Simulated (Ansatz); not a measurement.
`[CH3][GeH][OH]` radical. Total charge 0; spin multiplicity 2. The structure was optimised at the PBE0-D4/def2-TZVP level. It is one conformer, not always the lowest.

```xyz
8

C    -0.667   -0.383   -0.934
Ge   -0.182    0.569    0.702
O     1.596    0.746    0.573
H    -1.736   -0.598   -0.945
H    -0.107   -1.320   -0.973
H    -0.413    0.221   -1.804
H    -0.491   -0.267    1.987
H     2.001    1.032    1.395
```

What is the dipole moment at PBE/def2-TZVPP? (Estimate.)

The calculation gave: 0.70 D, with components (-0.51, -0.12, 0.47) D in this frame, pointing from negative to positive charge.

And with r2SCAN, B3LYP, ωB97M-V? (Best estimate.)

The calculation gave: r2SCAN 0.78 D, B3LYP 0.87 D, ωB97M-V 0.95 D.

Give the Mulliken charges with PBE, r2SCAN, ωB97M-V in def2-TZVPP. (Best estimate.)

The calculation gave: 
```tsv
atom	PBE	r2SCAN	ωB97M-V
C1	-0.37	-0.28	-0.45
Ge2	0.27	0.32	0.33
O3	-0.37	-0.43	-0.41
H4	0.11	0.08	0.12
H5	0.12	0.09	0.14
H6	0.12	0.09	0.13
H7	-0.05	-0.05	-0.03
H8	0.18	0.19	0.16
```

B3LYP here is the variant with VWN-RPA as its local correlation; programs differ in this.

Computed with Ansatz.
